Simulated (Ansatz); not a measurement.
Reaction (redistribution): `[NH2][Y]([NH2])[O][SiH3]` + `[OH][Al]([Cl])[Br]` → `[NH2][Y]([NH2])[OH]` + `[SiH3][O][Al]([Cl])[Br]`

Gas-phase electronic energies from Ansatz, PBE0-D4/def2-TZVP geometries. CBS: MP2 limit from def2 TZ/QZ plus the TZ coupled-cluster correction, frozen cores. DFT in def2-TZVPP. B3LYP here is the variant with VWN-RPA as its local correlation; programs differ in this. HSE06 is defined as in plane-wave codes. Elements past krypton have def2 core potentials. For Br, Y outer-core shells are correlated without core-valence functions, which leaves a few kJ/mol of doubt a bond. Scalar relativity is left out up to krypton. Each species was taken in one conformer, which may not be the lowest.

`[NH2][Y]([NH2])[O][SiH3]`:

```xyz
12

N     2.276    1.368   -0.534
Y     0.781    0.131    0.383
N     1.237   -0.776    2.273
O    -1.049   -0.177   -0.528
Si   -2.488   -0.420   -1.232
H     2.211    1.861   -1.416
H     3.196    1.577   -0.164
H     2.101   -0.684    2.796
H     0.640   -1.380    2.825
H    -3.227   -1.544   -0.586
H    -2.333   -0.755   -2.678
H    -3.346    0.798   -1.138
```

`[OH][Al]([Cl])[Br]`:

Z-matrix (Å, degrees):
```
Al
O 1 1.678
Br 1 2.238 2 121.5
Cl 1 2.071 2 118.4 3 180.0
H 2 0.956 1 122.9 3 0.0
```

`[NH2][Y]([NH2])[OH]`:

```xyz
9

N    -1.726    0.120    1.016
Y     0.171   -0.271    0.069
N     0.905    1.177   -1.350
O     1.231   -1.945    0.499
H    -2.205   -0.455    1.699
H    -2.322    0.926    0.864
H     0.448    2.038   -1.625
H     1.771    1.142   -1.874
H     1.727   -2.732    0.702
```

`[SiH3][O][Al]([Cl])[Br]`:

```xyz
8

Si   -0.249    0.599   -1.373
O     0.125   -0.057    0.072
Al    0.349   -0.703    1.584
Cl    2.242   -1.285    2.196
Br   -1.381   -0.950    2.969
H     0.858    1.483   -1.819
H    -1.497    1.397   -1.260
H    -0.447   -0.484   -2.370
```

| level | ΔE (kJ/mol) | difference from CCSD(T)/CBS |
| --- | --- | --- |
| LDA (SPW92) | 9.2 | 2.3 |
| PBE-D4 | 9.9 | 3.0 |
| revPBE-D4 | 10.7 | 3.8 |
| BLYP-D4 | 6.2 | -0.7 |
| r2SCAN-D4 | 9.3 | 2.4 |
| B97M-V | 10.0 | 3.1 |
| B3LYP-D4 | 4.9 | -2.0 |
| r2SCANh-D4 | 8.6 | 1.7 |
| r2SCAN0-D4 | 7.6 | 0.7 |
| BHLYP-D4 | 3.0 | -3.9 |
| CAM-B3LYP-D4 | 3.3 | -3.6 |
| ωB97M-V | 6.0 | -0.9 |
| B2PLYP | 6.8 | -0.1 |
| PBE-QIDH | 8.2 | 1.3 |
| PBE | 10.9 | 4.0 |
| BLYP | 8.0 | 1.1 |
| r2SCAN | 9.7 | 2.8 |
| PBE0 | 9.1 | 2.2 |
| B3LYP | 6.6 | -0.3 |
| r2SCANh | 9.0 | 2.1 |
| r2SCAN0 | 8.1 | 1.2 |
| HSE06 | 9.4 | 2.5 |
| BHLYP | 4.5 | -2.4 |
| CAM-B3LYP | 4.5 | -2.4 |
| LC-ωPBE | 6.0 | -0.9 |
| HF/def2-SVP | -2.6 | -9.5 |
| MP2/def2-SVP | 5.1 | -1.8 |
| CCSD/def2-SVP | 3.8 | -3.1 |
| CCSD(T)/def2-SVP | 4.9 | -2.0 |
| HF/def2-TZVPP | 3.3 | -3.6 |
| MP2/def2-TZVPP | 7.3 | 0.4 |
| SCS-MP2/def2-TZVPP | 6.8 | -0.1 |
| CCSD/def2-TZVPP | 6.7 | -0.2 |
| CCSD(T)/def2-TZVPP | 8.0 | 1.1 |
| HF/def2-QZVPP | 3.4 | -3.5 |
| MP2/def2-QZVPP | 6.8 | -0.1 |
| SCS-MP2/def2-QZVPP | 6.3 | -0.6 |
| HF/CBS(def2) | 3.4 | -3.5 |
| MP2/CBS(def2) | 6.3 | -0.6 |
| CCSD/CBS(def2) | 5.7 | -1.2 |
| CCSD(T)/CBS | 6.9 | 0 |

Largest T1 diagnostic among the species: 0.013.

In def2-TZVPP, CCSD(T) changes the Hartree–Fock value by +4.7 kJ/mol (the triples alone add +1.2 kJ/mol) and MP2 by +4.1 kJ/mol. From BLYP to BHLYP (50 % exact exchange), in def2-TZVPP and without D4, ΔE moves by −3.5 kJ/mol. Leaving LDA and LC-ωPBE aside and taking each functional with its dispersion term where it has one, the values spread over 7.8 kJ/mol, from BHLYP-D4 to revPBE-D4.

CCSD(T)/CBS has its own doubt, a few kJ/mol and more with outer-core shells, so smaller differences from it don't rank the levels.
